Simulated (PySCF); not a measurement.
GaH₈NSSi.
Structure used (PBE0-D3(BJ)/def2-SVP), in Å, numbered top down from 1:
```xyz
12
GaH8NSSi angstrom
N     -1.7334    0.3105    0.3324
Ga    -0.5462   -1.4195   -0.0493
S      1.2358   -0.7450    1.2093
Si     1.9949    0.6590   -0.1896
H     -1.9018    0.3874    1.3358
H     -2.6328    0.3464   -0.1480
H     -1.1907    1.1304    0.0536
H     -0.3414   -1.2787   -1.6033
H     -1.3808   -2.5477    0.6523
H      2.5016    0.0370   -1.4504
H      3.0987    1.4394    0.4461
H      0.9368    1.6528   -0.5986
```

Theory: PBE0-D3(BJ)/def2-SVP geometry optimisation, gas phase (PySCF).

Question: Which atoms are bound to Ga2, and at what distances?

Answer: 4 atoms: H9 1.569 Å, H8 1.574 Å, N1 2.133 Å, S3 2.284 Å. The nearest atom not counted as bound is H7, at 2.63 Å.

Question: List the angles at Ga2.

Answer: 
| angle | degrees | distance of the outer atoms (Å) |
| --- | --- | --- |
| H8–Ga2–H9 | 125.1 | 2.79 |
| S3–Ga2–H8 | 114.6 | 3.27 |
| S3–Ga2–H9 | 112.4 | 3.23 |
| N1–Ga2–H9 | 102.0 | 2.90 |
| N1–Ga2–H8 | 100.2 | 2.87 |
| N1–Ga2–S3 | 95.5 | 3.27 |

Question: Describe the arrangement about Ga2 in numbers.

Answer: Angles from 95.5° to 125.1°; τ4 = (360° − α − β)/141° = 0.85 with α and β the two widest (0 for a square, 1 for a tetrahedron).

Question: What are the other bond lengths?

Answer: S3–Si4 2.122 Å; N1–H5, N1–H6, N1–H7 1.021 Å; Si4–H10, Si4–H11 1.494 Å; Si4–H12 1.508 Å.

Question: Give some angles away from the centre.

Answer: Ga2–S3–Si4 96.4°.

Question: What are the rotational constants (commonest isotopes, rigid rotor)?

Answer: A = 3883, B = 1519, C = 1355 MHz: an asymmetric top.

Point group: C1 (no symmetry element, even within 0.4 Å). Charge 0, singlet. Not checked by PBE0-D3(BJ)/def2-SVP frequencies.

One conformer stands for the species.
